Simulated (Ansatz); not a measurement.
Z-matrix (Å, degrees):
```
Si
F 1 1.590
F 1 1.585 2 104.2
N 1 1.678 2 116.2 3 -116.6
S 1 2.105 2 107.1 3 121.3
H 4 1.006 1 122.1 2 90.5
H 4 1.005 1 122.6 2 -72.6
H 5 1.344 1 93.7 2 -23.9
```

Charge 0, multiplicity 1.

(1) List the PBE0/def2-TZVPP orbital energies in eV (the Gaussian-basis code of Ansatz). (Estimate.)

Answers

(1) Ansatz gave: Occupied: -2422.63, -1804.81, -673.96, -673.95, -391.46, -218.01, -161.84, -161.76, -161.66, -146.84, -101.55, -101.53, -101.49, -33.69, -33.13, -24.51, -20.87, -15.99, -14.72, -14.04, -13.83, -13.15, -12.44, -12.37, -11.92, -11.66, -9.76, -8.47, -8.02. Lowest empty: 0.30, 0.74, 1.58, 1.83, 2.23, 2.57, 3.66, 4.69.
